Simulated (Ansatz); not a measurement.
The lowest singlet and triplet of H2Si2 (SMILES [Si]=[SiH2]); geometries from B3LYP-D3(BJ)/def2-TZVP, each state relaxed from the structure named, with no frequency check.
Singlet at the triplet's geometry (charge 0, multiplicity 1):
```xyz
4

Si     1.276    -0.061     0.012
Si    -1.005     0.048    -0.009
H     -1.959    -1.098    -0.018
H     -1.845     1.279    -0.016
```

A positive gap puts the triplet lower; no zero-point energy. R- takes a restricted singlet. The triplet is unrestricted in single-reference levels. Active spaces average the two states.

Correlated levels freeze the cores.

Codes used: Ansatz (a first-principles code) with Gaussian orbitals. 

Problem. Predict the gap E(singlet) − E(triplet), vertical, at the triplet's geometry from R-HF/cc-pV(D+d)Z.

Solution. 10.6 kcal/mol

Problem. What gap E(singlet) − E(triplet), vertical, at the triplet's geometry does FIC-MRCISD+Q on SA-CASSCF(4,4)/cc-pV(Q+d)Z give?

Solution. -9.7 kcal/mol

Problem. What gap E(singlet) − E(triplet), vertical, at the triplet's geometry does R-wB97X-V/def2-TZVPP give?

Solution. -4.8 kcal/mol

Doubts at one or more of the structures used: a restricted determinant that unrestricted orbitals would lower (R-HF/cc-pV(D+d)Z).
